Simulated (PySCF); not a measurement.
**Removing the step error of a finite difference**

System: H5GeNO2 (SMILES [NH2][GeH]([OH])[OH]), singlet, geometry from GFN2-xTB. Level: PBE/6-31G, polarisability in PySCF. Sums are taken with unrounded values, so a last digit can differ.

Second differences of the energy in a field along z gave a polarisability along z of 33.113 bohr³ at step 0.02 and 33.435 bohr³ at step 0.05 (atomic units).

Problem. Extrapolate to zero step.

Solution. The leading error of a symmetric difference goes as h², so A(h) = A0 + c h². Then c = (33.435 - (33.113))/(0.05² - 0.02²) = 153 (atomic units) and A0 = 33.113 - c × 0.02² = 33.052 bohr³. The analytic value from the same program and level is 33.054 bohr³: the smaller step missed it by 0.060, the extrapolation by -0.002.
